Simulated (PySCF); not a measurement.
Input for PySCF: R-B3LYP/6-311+G** on AlH5N2O (SMILES [NH2][Al]([NH2])[OH]), a point of a torsion scan.

```python
from pyscf import gto, scf, dft, mp
from pyscf.data.elements import chemcore

mol = gto.M(
    atom='''
    N     1.19986350   -1.20180769    0.07507913
    Al    0.32715548    0.02939417   -0.86893386
    N     1.07455139    1.61160754   -1.19554260
    O    -1.17725072   -0.29659348   -1.44292717
    H     2.12205332   -1.08755918    0.46373289
    H     0.84539308   -2.11895804    0.30140004
    H     1.98764955    1.89734598   -0.88071322
    H     0.64462154    2.35936542   -1.71904993
    H    -2.04186822   -0.48257177   -1.77338162
    ''',
    basis='6-311+g**',
    charge=0, spin=0, verbose=3, max_memory=1800)
mf = dft.RKS(mol, xc='b3lyp')
mf.conv_tol = 1e-8
mf.max_cycle = 100
mf.kernel()
if not mf.converged:
    mf = mf.newton().run(mf.mo_coeff, mf.mo_occ)
```

Output:

```
converged SCF energy = -430.395799047072
```

The run converged.

Cost: around 12 core-seconds (rough).
